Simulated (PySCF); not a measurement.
CH₆AlFSi. Atoms are numbered in the order given.

```xyz
10

Al     0.3082    -0.3256     0.2785
F      1.8067    -0.7105    -0.3656
C     -0.1337    -1.1144     1.9987
H     -0.1104    -2.2169     1.9391
H     -1.1259    -0.8202     2.3766
H      0.6141    -0.8320     2.7607
Si    -1.0555     1.1856    -1.0868
H     -2.4184     1.3929    -0.4994
H     -1.2366     0.6579    -2.4777
H     -0.4103     2.5336    -1.2074
```
Charge 0, spin multiplicity 1.

Geometry: r2SCAN-D4/def2-SVP. The geometry has at least one imaginary mode, so it is a saddle point at that level. The structure was generated by enumeration; whether it is a known compound was not checked.

Computed with TDA-ωB97X/def2-SVPD (PySCF).

Vertical excitations. Isolated molecule, no solvent.

Computed lowest excited states:
```csv
state,energy (eV),λ (nm),f,main pairs
S1,5.14,241,0.021,HOMO→LUMO 97 %
S2,6.88,180,0.305,HOMO→LUMO+1 81 %
S3,6.93,179,0.141,HOMO→LUMO+2 82 %
S4,7.56,164,0.039,HOMO−1→LUMO 80 %
S5,7.87,157,0.037,"HOMO−3→LUMO 74 %, HOMO−1→LUMO 11 %"
S6,8.00,155,0.005,"HOMO−2→LUMO 52 %, HOMO→LUMO+4 33 %"
S7,8.20,151,0.006,HOMO→LUMO+5 80 %
S8,8.28,150,0.065,"HOMO→LUMO+4 43 %, HOMO−2→LUMO 24 %, HOMO→LUMO+6 11 %"
S9,8.41,147,0.041,"HOMO→LUMO+6 39 %, HOMO→LUMO+3 19 %, HOMO−3→LUMO+1 13 %, HOMO−1→LUMO+1 12 %"
S10,8.68,143,0.510,"HOMO→LUMO+3 37 %, HOMO→LUMO+6 19 %, HOMO−3→LUMO+2 10 %, HOMO−2→LUMO 8 %"
T1,4.43,280,0,HOMO→LUMO 96 %
T2,5.99,207,0,"HOMO→LUMO+2 69 %, HOMO→LUMO+1 17 %"
T3,6.14,202,0,"HOMO→LUMO+1 57 %, HOMO→LUMO+2 18 %"
T4,6.78,183,0,"HOMO−3→LUMO 48 %, HOMO−1→LUMO 37 %"
```
Triplets are in the Tamm–Dancoff approximation.
